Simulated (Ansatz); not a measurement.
Problem. Name a neutral molecule of F, Nb with LUMO energy (PBE/def2-TZVPP) between -4.25 and -3.95 eV and HOMO energy (PBE/def2-TZVPP) between -10.40 and -10.10 eV (Ansatz, PBE0-D4/def2-TZVP geometry).

Solution. `[F][Nb]([F])([F])([F])[F]` (-3.99 eV, -10.17 eV). Other molecules can fit too; these were computed, each in one conformer that needn't be the lowest.
